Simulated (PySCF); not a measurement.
Calculation: PBE0-D3(BJ)/def2-TZVP (PySCF). All species are isolated molecules in the gas phase. Excitations are Tamm–Dancoff values on a coarser integration grid. The basis has no diffuse functions, so Rydberg states are missing or too high.

Reference species (SMILES): `[SiH](=[SiH2])N` (neutral, multiplicity 1).

```
Quantity                Value
-------------------  --------
dipole moment          3.60 D
HOMO                 -5.73 eV
T1 excitation (TDA)   1.74 eV
LUMO                 -1.73 eV
```

Changed species: `[H]/N=[SiH]\[SiH3]`.

Predict the effect on the dipole moment, HOMO, T1 excitation (TDA) and LUMO.

the dipole moment drops by 0.86 D, to 2.74 D; the HOMO falls by 1.55 eV, to -7.28 eV; the T1 excitation (TDA) rises by 1.21 eV, to 2.95 eV; the LUMO falls by 0.26 eV, to -1.99 eV.
